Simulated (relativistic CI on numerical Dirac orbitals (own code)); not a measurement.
**Ta4+: 5p photoemission**

Computed with this model: Dirac-Coulomb-Breit CI, orbitals from a KLI potential per configuration, QED by a radiative potential, valence Slater integrals scaled by 0.8, multiplet model of photoemission in the sudden approximation; configurations [Xe] 4f14 5d → [Kr] 4d10 4f14 5s2 5p5 5d; 300 K; Lorentzian 1.05 eV and Gaussian 0.6 eV FWHM. Energies are those of the free ion, without screening or charge transfer. The energies are binding energies and can lie tens of eV above those of solids. S is read from ⟨S²⟩ = S(S + 1).

Field parameters in Wybourne normalisation: D4h B²₀ = −7Ds, B⁴₀ = 21(Dq − Dt), B⁴₄ = 21√(5/14) Dq; Oh B⁴₀ = 21Dq, B⁴₄ = √(5/14) B⁴₀; Td as Oh with Dq negative (B⁴₀ = 21Dq, B⁴₄ = √(5/14) B⁴₀). The field is a parameter set, without covalency.

free ion: ground-state S = 0.50, centroid 88.05 eV. Peaks (eV, height): 84.6 (100), 89.6 (13), 93.6 (45), 99.2 (21).

Oh, 10Dq = 20200 cm⁻¹: ground-state S = 0.50, centroid 88.10 eV. Peaks (eV, height): 84.6 (100), 90.6 (12), 93.8 (50), 96.0 (18), 100.4 (12).

Td, 10Dq = -18650 cm⁻¹: ground-state S = 0.50, centroid 88.13 eV. Peaks (eV, height): 84.4 (100), 90.8 (13), 93.8 (59), 95.4 (27), 100.6 (11).

D4h, 10Dq = 33000, Ds = 1010, Dt = 1120 cm⁻¹: ground-state S = 0.50, centroid 88.12 eV. Peaks (eV, height): 84.6 (100), 91.6 (13), 93.8 (53), 96.6 (16), 101.2 (8).

Strongest unbroadened transitions for free ion:

| Energy (eV) | Relative strength |
| --- | --- |
| 82.79 | 14.7 |
| 83.44 | 36.5 |
| 84.56 | 100.0 |
| 84.59 | 42.3 |
| 85.39 | 31.0 |
| 86.46 | 1.9 |
| 89.52 | 16.7 |
| 93.61 | 72.9 |
| 94.64 | 0.3 |
| 95.12 | 0.7 |
| 99.30 | 34.7 |
